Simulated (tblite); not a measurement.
A geometry optimisation, step by step.

Compound: C4H3ClGeO2.
Numbering: `[O:1]=[C:2]1[CH:3]=[C:4]([Cl:5])[C:6](=[O:7])[GeH2:8]1` (hydrogens: H9 on C3; H10, H11 on Ge8)

Computed with GFN2-xTB (tblite), gas phase: L-BFGS steps from a force-field or distance-geometry start until the largest atomic force falls under 0.01 eV/Å. 14 of its 65 geometries are shown.

Step 0: E = -669.2054 eV, largest atomic force 7.185 eV/Å
```
atom  x, y, z in Å  |  force x, y, z in eV/Å
O1      0.779    2.482   -0.439   -1.511  -2.637   0.529
C2      0.369    1.309   -0.276    1.836   3.048  -0.720
C3     -0.964    0.858    0.029   -1.281   6.968  -1.194
C4     -1.193   -0.347    0.304   -2.767  -5.842   1.802
Cl5    -2.852   -0.960    0.693    1.233   0.397  -0.319
C6     -0.095   -1.293    0.343    0.332  -3.098   0.706
O7     -0.079   -2.468    0.717   -0.597   2.027  -0.438
Ge8     1.431   -0.315   -0.331    1.881   0.118  -0.344
H9     -1.796    1.622   -0.010    0.886  -0.732   0.055
H10     2.564   -0.191    0.689   -0.109  -0.250  -0.489
H11     1.842   -0.694   -1.744    0.097   0.001   0.412
```

Step 5: E = -669.8418 eV, largest atomic force 0.377 eV/Å
```
atom  x, y, z in Å  |  force x, y, z in eV/Å
O1      0.749    2.476   -0.430   -0.290   0.013   0.058
C2      0.383    1.334   -0.288   -0.165   0.080  -0.007
C3     -0.997    0.912    0.022    0.003  -0.160   0.000
C4     -1.240   -0.384    0.327    0.160   0.202  -0.037
Cl5    -2.812   -0.954    0.683    0.126  -0.085  -0.010
C6     -0.087   -1.332    0.344    0.005  -0.027  -0.021
O7     -0.108   -2.469    0.727   -0.316  -0.002   0.089
Ge8     1.481   -0.307   -0.340    0.028   0.045   0.010
H9     -1.795    1.631   -0.010   -0.084   0.198   0.004
H10     2.574   -0.207    0.667    0.290  -0.186  -0.152
H11     1.857   -0.698   -1.729    0.244  -0.077   0.066
```

Step 10: E = -669.9151 eV, largest atomic force 0.287 eV/Å
```
atom  x, y, z in Å  |  force x, y, z in eV/Å
O1      0.674    2.505   -0.420    0.058   0.108  -0.041
C2      0.350    1.353   -0.286    0.065  -0.028   0.023
C3     -1.016    0.919    0.014   -0.060   0.238  -0.031
C4     -1.228   -0.369    0.321   -0.219  -0.182   0.039
Cl5    -2.778   -0.987    0.684   -0.020  -0.046   0.019
C6     -0.091   -1.333    0.348   -0.108   0.048   0.022
O7     -0.192   -2.460    0.745    0.094   0.012  -0.027
Ge8     1.488   -0.298   -0.331    0.185   0.029  -0.002
H9     -1.802    1.664   -0.006    0.012  -0.094   0.003
H10     2.664   -0.269    0.612   -0.025  -0.083  -0.141
H11     1.936   -0.723   -1.706    0.018  -0.002   0.137
```

Step 15: E = -669.9248 eV, largest atomic force 0.094 eV/Å
```
atom  x, y, z in Å  |  force x, y, z in eV/Å
O1      0.671    2.514   -0.425    0.009  -0.021  -0.006
C2      0.351    1.362   -0.282   -0.047   0.010   0.006
C3     -1.021    0.925    0.014   -0.017  -0.026   0.015
C4     -1.246   -0.368    0.318    0.024   0.007   0.002
Cl5    -2.787   -1.002    0.689    0.005   0.035  -0.020
C6     -0.101   -1.322    0.348    0.053   0.025  -0.013
O7     -0.187   -2.452    0.742    0.037   0.018  -0.014
Ge8     1.495   -0.290   -0.325   -0.088  -0.005   0.032
H9     -1.810    1.663   -0.007   -0.014   0.005  -0.010
H10     2.685   -0.297    0.583    0.046  -0.036   0.024
H11     1.954   -0.730   -1.681   -0.009  -0.013  -0.016
```

Step 20: E = -669.9263 eV, largest atomic force 0.041 eV/Å
```
atom  x, y, z in Å  |  force x, y, z in eV/Å
O1      0.671    2.513   -0.427   -0.026   0.015  -0.001
C2      0.345    1.364   -0.280    0.030   0.006   0.001
C3     -1.026    0.926    0.016    0.022  -0.005  -0.006
C4     -1.245   -0.368    0.319    0.016   0.020   0.001
Cl5    -2.787   -0.997    0.685   -0.021  -0.013  -0.005
C6     -0.096   -1.317    0.348    0.001  -0.010   0.010
O7     -0.175   -2.449    0.738   -0.004  -0.009   0.007
Ge8     1.493   -0.287   -0.320    0.033   0.023  -0.010
H9     -1.817    1.663   -0.009   -0.013  -0.005  -0.003
H10     2.693   -0.312    0.581   -0.010  -0.021   0.004
H11     1.950   -0.733   -1.677   -0.028  -0.001   0.003
```

Step 25: E = -669.9271 eV, largest atomic force 0.031 eV/Å
```
atom  x, y, z in Å  |  force x, y, z in eV/Å
O1      0.662    2.521   -0.430    0.016   0.008   0.000
C2      0.346    1.371   -0.278   -0.022   0.010  -0.001
C3     -1.024    0.926    0.016   -0.005   0.001   0.006
C4     -1.242   -0.367    0.321   -0.010  -0.022   0.003
Cl5    -2.789   -0.995    0.677    0.028  -0.004  -0.008
C6     -0.090   -1.314    0.353   -0.010   0.005  -0.007
O7     -0.168   -2.448    0.738   -0.002   0.010   0.009
Ge8     1.497   -0.281   -0.317   -0.012  -0.005   0.010
H9     -1.821    1.658   -0.013    0.028  -0.007  -0.010
H10     2.697   -0.331    0.583    0.001  -0.003  -0.004
H11     1.937   -0.737   -1.677   -0.013   0.007   0.001
```

Step 30: E = -669.9273 eV, largest atomic force 0.024 eV/Å
```
atom  x, y, z in Å  |  force x, y, z in eV/Å
O1      0.661    2.524   -0.430   -0.001  -0.009   0.004
C2      0.345    1.374   -0.276    0.018  -0.007   0.007
C3     -1.023    0.926    0.016    0.002  -0.002  -0.008
C4     -1.241   -0.367    0.321    0.006   0.013  -0.004
Cl5    -2.785   -0.998    0.674   -0.019  -0.014  -0.001
C6     -0.090   -1.313    0.353    0.017  -0.001   0.004
O7     -0.167   -2.447    0.741   -0.003   0.002   0.008
Ge8     1.497   -0.280   -0.314   -0.007   0.003  -0.002
H9     -1.819    1.657   -0.016   -0.013   0.012  -0.001
H10     2.698   -0.338    0.582    0.006   0.000  -0.001
H11     1.929   -0.735   -1.676   -0.005   0.005  -0.006
```

Step 34: E = -669.9275 eV, largest atomic force 0.018 eV/Å
```
atom  x, y, z in Å  |  force x, y, z in eV/Å
O1      0.662    2.524   -0.429    0.010   0.000   0.008
C2      0.347    1.374   -0.273   -0.016  -0.001  -0.002
C3     -1.023    0.927    0.015   -0.007  -0.002  -0.003
C4     -1.240   -0.367    0.319   -0.010  -0.010   0.008
Cl5    -2.784   -1.004    0.670    0.005   0.009  -0.010
C6     -0.088   -1.312    0.356   -0.016   0.006   0.006
O7     -0.166   -2.445    0.746    0.001   0.007   0.007
Ge8     1.496   -0.279   -0.312    0.016  -0.003  -0.002
H9     -1.818    1.659   -0.020    0.006  -0.012   0.000
H10     2.700   -0.342    0.580    0.011   0.002  -0.002
H11     1.920   -0.732   -1.677    0.000   0.003  -0.011
```

Step 39: E = -669.9278 eV, largest atomic force 0.026 eV/Å
```
atom  x, y, z in Å  |  force x, y, z in eV/Å
O1      0.666    2.522   -0.420   -0.010   0.005   0.012
C2      0.347    1.373   -0.269    0.021   0.002   0.002
C3     -1.025    0.927    0.012    0.012  -0.003   0.006
C4     -1.242   -0.367    0.318    0.012   0.005  -0.009
Cl5    -2.784   -1.010    0.658   -0.022   0.011  -0.003
C6     -0.088   -1.309    0.363    0.021  -0.012  -0.003
O7     -0.165   -2.439    0.761    0.001  -0.004   0.015
Ge8     1.499   -0.280   -0.310   -0.026  -0.003  -0.003
H9     -1.819    1.659   -0.028   -0.012  -0.004  -0.007
H10     2.710   -0.350    0.573   -0.002   0.005  -0.016
H11     1.905   -0.724   -1.684    0.005  -0.001   0.007
```

Step 44: E = -669.9292 eV, largest atomic force 0.103 eV/Å
```
atom  x, y, z in Å  |  force x, y, z in eV/Å
O1      0.680    2.523   -0.365    0.024   0.003  -0.002
C2      0.356    1.371   -0.247   -0.055   0.033   0.081
C3     -1.021    0.923    0.005   -0.031  -0.012  -0.060
C4     -1.242   -0.370    0.306   -0.010  -0.041   0.010
Cl5    -2.796   -1.020    0.595    0.047   0.024  -0.010
C6     -0.085   -1.305    0.395   -0.034  -0.023   0.027
O7     -0.152   -2.415    0.848    0.017   0.020  -0.005
Ge8     1.496   -0.287   -0.307    0.034   0.024  -0.021
H9     -1.825    1.644   -0.070    0.044   0.002   0.006
H10     2.749   -0.373    0.522   -0.044   0.006  -0.032
H11     1.844   -0.689   -1.709    0.008  -0.037   0.004
```

Step 49: E = -669.9315 eV, largest atomic force 0.085 eV/Å
```
atom  x, y, z in Å  |  force x, y, z in eV/Å
O1      0.695    2.527   -0.293   -0.029  -0.020   0.059
C2      0.359    1.376   -0.205    0.039   0.010  -0.041
C3     -1.020    0.916   -0.013    0.009   0.008   0.008
C4     -1.240   -0.379    0.292    0.017   0.010   0.009
Cl5    -2.800   -1.030    0.514   -0.027  -0.033   0.002
C6     -0.081   -1.300    0.438    0.052  -0.011   0.004
O7     -0.132   -2.382    0.954    0.001   0.079  -0.032
Ge8     1.494   -0.287   -0.305   -0.030  -0.023  -0.023
H9     -1.824    1.629   -0.123   -0.008   0.012  -0.008
H10     2.788   -0.408    0.450   -0.015   0.010   0.004
H11     1.767   -0.660   -1.733   -0.008  -0.043   0.019
```

Step 54: E = -669.9343 eV, largest atomic force 0.455 eV/Å
```
atom  x, y, z in Å  |  force x, y, z in eV/Å
O1      0.724    2.526   -0.001   -0.041  -0.249  -0.022
C2      0.370    1.381   -0.114   -0.049   0.235   0.068
C3     -1.013    0.900   -0.070    0.058   0.102   0.011
C4     -1.232   -0.391    0.255    0.012  -0.044  -0.010
Cl5    -2.792   -1.102    0.280    0.157   0.030   0.035
C6     -0.054   -1.243    0.557   -0.167  -0.326   0.134
O7     -0.052   -2.236    1.238    0.003   0.385  -0.243
Ge8     1.476   -0.289   -0.335    0.080  -0.042  -0.024
H9     -1.804    1.604   -0.290   -0.017  -0.080   0.004
H10     2.853   -0.487    0.244   -0.013   0.029   0.017
H11     1.528   -0.660   -1.791   -0.021  -0.040   0.031
```

Step 59: E = -669.9414 eV, largest atomic force 0.053 eV/Å
```
atom  x, y, z in Å  |  force x, y, z in eV/Å
O1      0.727    2.523   -0.036    0.018  -0.008   0.005
C2      0.365    1.382   -0.132    0.010   0.000  -0.002
C3     -1.017    0.909   -0.060   -0.003  -0.005   0.011
C4     -1.234   -0.383    0.259    0.004  -0.007  -0.037
Cl5    -2.786   -1.090    0.337   -0.012  -0.002   0.011
C6     -0.064   -1.254    0.518    0.035   0.039   0.007
O7     -0.066   -2.256    1.176   -0.026  -0.038   0.013
Ge8     1.479   -0.293   -0.342   -0.009   0.040  -0.004
H9     -1.817    1.608   -0.255   -0.018  -0.005   0.000
H10     2.834   -0.449    0.293    0.005  -0.001   0.004
H11     1.585   -0.695   -1.785   -0.003  -0.014  -0.007
```

Step 64: E = -669.9418 eV, largest atomic force 0.009 eV/Å
```
atom  x, y, z in Å  |  force x, y, z in eV/Å
O1      0.730    2.522   -0.028    0.000   0.001   0.002
C2      0.364    1.383   -0.132    0.002   0.003  -0.003
C3     -1.018    0.910   -0.061    0.000   0.001  -0.009
C4     -1.234   -0.383    0.255    0.001   0.001   0.000
Cl5    -2.785   -1.090    0.340    0.003   0.001   0.001
C6     -0.061   -1.251    0.518   -0.004  -0.004  -0.001
O7     -0.068   -2.254    1.175    0.001  -0.002  -0.003
Ge8     1.480   -0.290   -0.346    0.003  -0.002   0.005
H9     -1.821    1.607   -0.255   -0.002   0.000   0.003
H10     2.833   -0.445    0.293    0.003   0.003  -0.002
H11     1.586   -0.706   -1.786   -0.006  -0.001   0.006
```

Task: Summarise the path.

Result: The energy falls by 16.98 kcal/mol from step 0 to step 64; nine tenths of that is first reached at step 6. It rises by more than 0.2 meV at step 54. The largest force goes from 7.185 to 0.009 eV/Å. Among the bonds C4–Cl5 changes most, from 1.810 to 1.707 Å; the atoms move by 0.313 Å rms after alignment.

Task: Follow the three bonds and two angles with the largest change from start to end.

Result: 
```json
{"step": "0", "E above end (kcal/mol)": "16.98", "largest force (eV/Å)": "7.185", "C4–Cl5 (Å)": "1.810", "C3=C4 (Å)": "1.257", "C2–Ge8 (Å)": "1.941", "C2–Ge8–H10 (°)": "108.6", "H10–Ge8–H11 (°)": "116.1"}
{"step": "3", "E above end (kcal/mol)": "3.37", "largest force (eV/Å)": "1.878", "C4–Cl5 (Å)": "1.725", "C3=C4 (Å)": "1.323", "C2–Ge8 (Å)": "1.972", "C2–Ge8–H10 (°)": "108.9", "H10–Ge8–H11 (°)": "117.8"}
{"step": "6", "E above end (kcal/mol)": "1.50", "largest force (eV/Å)": "0.613", "C4–Cl5 (Å)": "1.697", "C3=C4 (Å)": "1.357", "C2–Ge8 (Å)": "1.991", "C2–Ge8–H10 (°)": "111.5", "H10–Ge8–H11 (°)": "116.0"}
{"step": "8", "E above end (kcal/mol)": "0.92", "largest force (eV/Å)": "0.247", "C4–Cl5 (Å)": "1.700", "C3=C4 (Å)": "1.347", "C2–Ge8 (Å)": "2.002", "C2–Ge8–H10 (°)": "113.6", "H10–Ge8–H11 (°)": "112.7"}
{"step": "11", "E above end (kcal/mol)": "0.52", "largest force (eV/Å)": "0.226", "C4–Cl5 (Å)": "1.706", "C3=C4 (Å)": "1.343", "C2–Ge8 (Å)": "2.009", "C2–Ge8–H10 (°)": "114.8", "H10–Ge8–H11 (°)": "109.1"}
{"step": "14", "E above end (kcal/mol)": "0.41", "largest force (eV/Å)": "0.082", "C4–Cl5 (Å)": "1.706", "C3=C4 (Å)": "1.347", "C2–Ge8 (Å)": "2.012", "C2–Ge8–H10 (°)": "115.9", "H10–Ge8–H11 (°)": "108.0"}
{"step": "17", "E above end (kcal/mol)": "0.37", "largest force (eV/Å)": "0.048", "C4–Cl5 (Å)": "1.708", "C3=C4 (Å)": "1.346", "C2–Ge8 (Å)": "2.008", "C2–Ge8–H10 (°)": "116.9", "H10–Ge8–H11 (°)": "107.2"}
{"step": "19", "E above end (kcal/mol)": "0.36", "largest force (eV/Å)": "0.045", "C4–Cl5 (Å)": "1.706", "C3=C4 (Å)": "1.347", "C2–Ge8 (Å)": "2.010", "C2–Ge8–H10 (°)": "117.1", "H10–Ge8–H11 (°)": "107.1"}
{"step": "22", "E above end (kcal/mol)": "0.35", "largest force (eV/Å)": "0.037", "C4–Cl5 (Å)": "1.705", "C3=C4 (Å)": "1.347", "C2–Ge8 (Å)": "2.014", "C2–Ge8–H10 (°)": "117.6", "H10–Ge8–H11 (°)": "107.2"}
{"step": "25", "E above end (kcal/mol)": "0.34", "largest force (eV/Å)": "0.031", "C4–Cl5 (Å)": "1.707", "C3=C4 (Å)": "1.346", "C2–Ge8 (Å)": "2.014", "C2–Ge8–H10 (°)": "118.2", "H10–Ge8–H11 (°)": "107.4"}
{"step": "28", "E above end (kcal/mol)": "0.34", "largest force (eV/Å)": "0.016", "C4–Cl5 (Å)": "1.706", "C3=C4 (Å)": "1.346", "C2–Ge8 (Å)": "2.015", "C2–Ge8–H10 (°)": "118.4", "H10–Ge8–H11 (°)": "107.4"}
{"step": "31", "E above end (kcal/mol)": "0.33", "largest force (eV/Å)": "0.023", "C4–Cl5 (Å)": "1.705", "C3=C4 (Å)": "1.347", "C2–Ge8 (Å)": "2.015", "C2–Ge8–H10 (°)": "118.6", "H10–Ge8–H11 (°)": "107.5"}
{"step": "33", "E above end (kcal/mol)": "0.33", "largest force (eV/Å)": "0.015", "C4–Cl5 (Å)": "1.706", "C3=C4 (Å)": "1.347", "C2–Ge8 (Å)": "2.014", "C2–Ge8–H10 (°)": "118.7", "H10–Ge8–H11 (°)": "107.5"}
{"step": "36", "E above end (kcal/mol)": "0.33", "largest force (eV/Å)": "0.025", "C4–Cl5 (Å)": "1.707", "C3=C4 (Å)": "1.347", "C2–Ge8 (Å)": "2.014", "C2–Ge8–H10 (°)": "118.9", "H10–Ge8–H11 (°)": "107.7"}
{"step": "39", "E above end (kcal/mol)": "0.32", "largest force (eV/Å)": "0.026", "C4–Cl5 (Å)": "1.705", "C3=C4 (Å)": "1.347", "C2–Ge8 (Å)": "2.015", "C2–Ge8–H10 (°)": "119.2", "H10–Ge8–H11 (°)": "107.8"}
{"step": "42", "E above end (kcal/mol)": "0.31", "largest force (eV/Å)": "0.072", "C4–Cl5 (Å)": "1.706", "C3=C4 (Å)": "1.346", "C2–Ge8 (Å)": "2.014", "C2–Ge8–H10 (°)": "119.7", "H10–Ge8–H11 (°)": "107.9"}
{"step": "45", "E above end (kcal/mol)": "0.27", "largest force (eV/Å)": "0.084", "C4–Cl5 (Å)": "1.710", "C3=C4 (Å)": "1.347", "C2–Ge8 (Å)": "2.013", "C2–Ge8–H10 (°)": "120.3", "H10–Ge8–H11 (°)": "107.7"}
{"step": "47", "E above end (kcal/mol)": "0.25", "largest force (eV/Å)": "0.053", "C4–Cl5 (Å)": "1.708", "C3=C4 (Å)": "1.347", "C2–Ge8 (Å)": "2.015", "C2–Ge8–H10 (°)": "120.9", "H10–Ge8–H11 (°)": "107.5"}
{"step": "50", "E above end (kcal/mol)": "0.22", "largest force (eV/Å)": "0.105", "C4–Cl5 (Å)": "1.704", "C3=C4 (Å)": "1.347", "C2–Ge8 (Å)": "2.015", "C2–Ge8–H10 (°)": "122.2", "H10–Ge8–H11 (°)": "107.6"}
{"step": "53", "E above end (kcal/mol)": "0.11", "largest force (eV/Å)": "0.137", "C4–Cl5 (Å)": "1.706", "C3=C4 (Å)": "1.348", "C2–Ge8 (Å)": "2.011", "C2–Ge8–H10 (°)": "123.9", "H10–Ge8–H11 (°)": "107.8"}
{"step": "56", "E above end (kcal/mol)": "0.06", "largest force (eV/Å)": "0.072", "C4–Cl5 (Å)": "1.708", "C3=C4 (Å)": "1.348", "C2–Ge8 (Å)": "2.015", "C2–Ge8–H10 (°)": "123.3", "H10–Ge8–H11 (°)": "107.9"}
{"step": "58", "E above end (kcal/mol)": "0.02", "largest force (eV/Å)": "0.061", "C4–Cl5 (Å)": "1.708", "C3=C4 (Å)": "1.349", "C2–Ge8 (Å)": "2.022", "C2–Ge8–H10 (°)": "122.8", "H10–Ge8–H11 (°)": "108.2"}
{"step": "61", "E above end (kcal/mol)": "0.00", "largest force (eV/Å)": "0.043", "C4–Cl5 (Å)": "1.707", "C3=C4 (Å)": "1.349", "C2–Ge8 (Å)": "2.022", "C2–Ge8–H10 (°)": "122.5", "H10–Ge8–H11 (°)": "108.4"}
{"step": "64", "E above end (kcal/mol)": "0.00", "largest force (eV/Å)": "0.009", "C4–Cl5 (Å)": "1.707", "C3=C4 (Å)": "1.349", "C2–Ge8 (Å)": "2.021", "C2–Ge8–H10 (°)": "122.5", "H10–Ge8–H11 (°)": "108.4"}
```

The cost below is that of the whole relaxation. Time: 0.76 s wall. Hardware: one thread, Arm Neoverse N1 (aarch64) (shared host).
